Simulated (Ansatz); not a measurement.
The same path of AlFH4O2 (8 atoms, charge 0, multiplicity 1) was run twice with different band settings.

Theory: Ansatz, RKS BLYP/def2-SVP.

Relaxed end points:

```xyz
8
Properties=species:S:1:pos:R:3
Al -0.022 0.328 -0.134
O -0.042 0.010 1.885
H -0.899 -0.312 2.233
O 1.231 -0.622 -0.841
H 2.163 -0.347 -0.835
H -1.513 -0.069 -0.504
F 0.314 1.965 0.253
H 0.039 0.954 2.160
```

```xyz
8
Properties=species:S:1:pos:R:3
Al 0.083 0.416 -0.080
O -0.042 0.026 1.919
H -0.932 -0.291 2.183
O 1.617 -0.160 -0.615
H 1.742 -0.935 -1.185
H -1.306 -0.188 -0.578
F 0.101 2.069 0.364
H 0.007 0.969 2.209
```

Common settings: movable images 5; climbing image yes; spring 5.0 eV/Å²; optimiser quadratic models (default); force threshold 0.05 eV/Å; iteration limit 60; end points relaxed.

| run | start path |
| --- | --- |
| 1 | through a guess of the saddle point |
| 2 | straight line |

What does each run give, and how far can it be trusted?

Run 1: converged after 13 iterations, highest image 0.108 eV above the first end. A vibrational analysis at the climbing image gives one clearly imaginary mode, 280i cm⁻¹: a first-order saddle point. Another band between the same ends, with other settings, climbed to 0.047 eV only, so this may not be the lowest route.
Run 2: converged after 20 iterations, highest image 0.047 eV above the first end. The top lies less than 8 meV above the higher end, about what the thresholds resolve: that end is a shoulder or a very shallow well. The order of the point at the top wasn't checked.
